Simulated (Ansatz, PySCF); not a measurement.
Gas-phase reaction in SMILES: [SbH2] (SbH2) → [SbH] (SbH) (triplet) + H atom (the H-Sb bond at the site shown breaks; other sites are not compared here)
Each molecule is optimised on its own at B3LYP-D3(BJ)/def2-TZVP (Ansatz, an electronic-structure program).

Property: bond dissociation energy (0 K, with B3LYP-D3(BJ) harmonic zero-point energies from PySCF), in kJ/mol. Cores are frozen in the correlated levels unless marked. UHF or UKS for open shells. Spin-orbit coupling is left out. The frozen core is the preceding noble-gas configuration, with the filled d and f shells of earlier blocks. Past Kr the def2 sets carry scalar-relativistic core potentials. CBS(X,Y): correlation extrapolated as X^-3; Hartree-Fock from the larger set.

```
level                                        program  bond dissociation energy (kJ/mol)
------------------------------------  --------------  ---------------------------------
PBE-D4/def2-TZVPD                     Ansatz + dftd4                              255.2
revPBE/def2-TZVPD                             Ansatz                              246.2
B3LYP-D3(BJ)/def2-TZVPD               Ansatz + dftd3                                [?]
PBE0-D3(BJ)/def2-TZVP                 Ansatz + dftd3                                [?]
B2PLYP-D3(BJ)/def2-TZVPD              Ansatz + dftd3                                [?]
CCSD(T)/CBS(def2-TZVPPD,def2-QZVPPD)          Ansatz                              255.0
```

Q: What belongs in the gaps?

A: 
- B3LYP-D3(BJ)/def2-TZVPD, bond dissociation energy (kJ/mol): 264.1
- PBE0-D3(BJ)/def2-TZVP, bond dissociation energy (kJ/mol): 250.3
- B2PLYP-D3(BJ)/def2-TZVPD, bond dissociation energy (kJ/mol): 252.4
